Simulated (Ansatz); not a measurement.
Reactions of BBrFHO, SMILES `OB(F)Br`.

Gas-phase electronic energies from Ansatz, PBE0-D4/def2-TZVP geometries. CCSD(T)/CBS is the MP2 limit (def2-TZVPP, def2-QZVPP) plus CCSD(T) − MP2 in def2-TZVPP, frozen cores. This one scheme is used for every species. For Br, Ga outer-core shells are correlated without core-valence functions, which leaves a few kJ/mol of doubt a bond. Scalar relativity is left out up to krypton. Each species was taken in one conformer, which may not be the lowest.

| reaction | CCSD/CBS(def2) (eV) |
| --- | --- |
| `OB(F)Br` + `CBr` → `FB(Br)Br` + CH₃OH | 1.15 |
| `OB(F)Br` + `BCC(F)Cl` → `BB(O)Br` + `FCC(F)Cl` | 2.52 |
| `OB(F)Br` + `COC(C)=O` → `COB(O)Br` + `CC(=O)F` | 0.45 |
| `OB(F)Br` + `[NH2][AlH2]` → `OB(F)[NH][AlH2]` + HBr | -0.31 |
| `OB(F)Br` + `CC` → `CCB(F)Br` + H₂O | 1.28 |
| `OB(F)Br` + H₂ → `OBF` + HBr | 0.45 |
| `OB(F)Br` + `CC` → `CCB(O)Br` + H–F | 1.38 |
| `OB(F)Br` + `[SiH3]S` → `OB(F)S[SiH3]` + HBr | 0.12 |
| `OB(F)Br` + `C[SiH2]S[SiH3]` → `OB(F)S[SiH3]` + `C[SiH2]Br` | -0.24 |
| `OB(F)Br` + `C[O][Ga]([OH])[Cl]` → `COB(F)Br` + `[OH][Ga]([OH])[Cl]` | -0.09 |

Give the CCSD(T)/CBS values in the same order. (Best estimate.)

The calculation gave: 1.13, 2.51, 0.45, -0.29, 1.26, 0.50, 1.35, 0.11, -0.23, -0.09 eV.

Largest T1 diagnostic: 0.014, for `CC(=O)F`.
